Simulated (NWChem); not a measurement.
Molecule: TiH4S; SMILES [SH][TiH3]

All runs: NWChem. Geometry: optimised at PBE0/def2-SVP. Vertical excitations in the gas phase; the lowest state need not have the same character in each row.

```csv
level,"lowest excitation, singlet (eV)",oscillator strength of that lowest state,orbital gap (eV)
"PBE/def2-SVPD, full TDDFT",3.03,0.000,3.00
"B3LYP/def2-SVPD, full TDDFT",?,0.000,?
"Hartree-Fock/def2-SVPD, TDHF",3.98,0.000,11.59
```

Q: Fill in the missing entries.

A: 
- B3LYP/def2-SVPD, full TDDFT, lowest excitation, singlet (eV): 3.28
- B3LYP/def2-SVPD, full TDDFT, orbital gap (eV): 4.92
